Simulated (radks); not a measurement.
The numbers below are computed, except where a source is named.
Fractional charge and spin in the 5s shell of antimony: the spin-up occupation runs from 0 to 1 and the spin-down occupation from 0 to 1; the fullest corner is Sb, [Kr] 4d10 5p(up 1.5, down 1.5) 5s(up 1, down 1). Level of theory: scalar-relativistic Kohn-Sham, SCAN, spin-polarised, spherical densities, finite nucleus; meta-GGA in the generalised Kohn-Sham scheme; Fermi nuclear charge, rms radius of each element as measured or else 0.836 A^(1/3) + 0.57 fm (a radial shooting solver on a logarithmic mesh with Libxc functionals). Energy (eV) above the fullest corner. The planes named below are the two flat planes that join the four corners, with an edge along up + down = one added electron.

\begin{tabular}{lrrr}
down \ up & 0 & 0.5 & 1 \\ \hline
0 & 43.960 & 29.444 & 17.083 \\
0.5 & 29.444 & 17.489 & 7.570 \\
1 & 17.083 & 7.570 & 0.000 \\
\end{tabular}

Corners above the fullest one (they belong to Sb+ and the next ion): (up 1, down 0) 17.083 eV, (up 0, down 1) 17.083 eV, (up 0, down 0) 43.960 eV. With half an added electron in each spin the energy lies 0.405 eV from the planes, and with half an added electron in spin up alone -1.078 eV. The planes are only a guide here: the flat-plane condition holds for ground states with one frontier orbital, while this shell lies below other occupied shells, so the corners above the fullest one are inner-hole states and not the ground states of those ions.
